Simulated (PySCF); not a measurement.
# Polarisability and C₆ of Ti⁺ (titanium, charge +1)

[Ar] 3d2 4s1, high-spin 4F determinant. Computed with PySCF 2.14 in aug-cc-pVTZ with one added diffuse shell each of s, p, d, f, g type (9s8p6d4f3g, 118 functions), with no relativity, point nucleus. Coupled (time-dependent) response in atomic units; α is the mean over directions.

```json
{"method": "B97-3", "mean α (bohr³)": "50.78", "C₆ (like pair)": "324.6", "S(−4)": "2244"}
```

S(−4) is the Cauchy moment in α(ω) = α(0) + S(−4) ω² + …

α(iu) at B97-3:

| u (hartree) | α(iu) (bohr³) |
| --- | --- |
| 0 | 50.78 |
| 0.0500 | 45.78 |
| 0.100 | 35.71 |
| 0.200 | 20.18 |
| 0.300 | 12.70 |
| 0.500 | 6.857 |
| 0.750 | 4.292 |
| 1.00 | 3.102 |
| 1.50 | 1.924 |
| 2.00 | 1.325 |
| 3.00 | 0.7377 |
| 5.00 | 0.3220 |

A single London oscillator, α(iu) = α/(1 + u²/ω²), gives C₆ = (3/4) ω α². Matching the computed C₆ needs ω = 4 × 324.6 / (3 × 50.78²) = 0.168 hartree.

For an ion, C₆ is the dispersion term alone; charge-induced terms of lower order in 1/R come first.
